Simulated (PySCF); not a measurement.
Vertical excitations of a molecule C4H5Cl from TDDFT-ωB97X/def2-SVPD run with PySCF, as energy in eV (oscillator strength): 5.84 (0.578), 6.67 (0.000), 6.98 (0.067), 7.06 (0.001), 7.45 (0.001), 7.76 (0.001), 7.87 (0.019), 8.12 (0.026), 8.12 (0.003), 8.32 (0.049). Lowest triplet (TDA): 3.22 eV. Coordinates come from a B3LYP-D3(BJ)/def2-SVP optimisation. The values are those of a single conformer.

Problem. Which molecule gave these data?
A) C=C/C=C/Cl
B) C#CCCCl
C) C=C=CCCl
D) C=CC(=C)Cl

Solution. D, C=CC(=C)Cl
